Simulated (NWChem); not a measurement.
Molecule: C3HCl2F; SMILES FC=C=C(Cl)Cl

Program: NWChem. The geometry was optimised at PBE0/def2-SVP.

### Question
Predict the results for B3LYP/STO-3G. Quantities: highest occupied level (eV); orbital gap (eV); dipole (D).

### Answer
```yaml
highest occupied level (eV): -5.64
orbital gap (eV): 6.96
dipole (D): 2.37
```
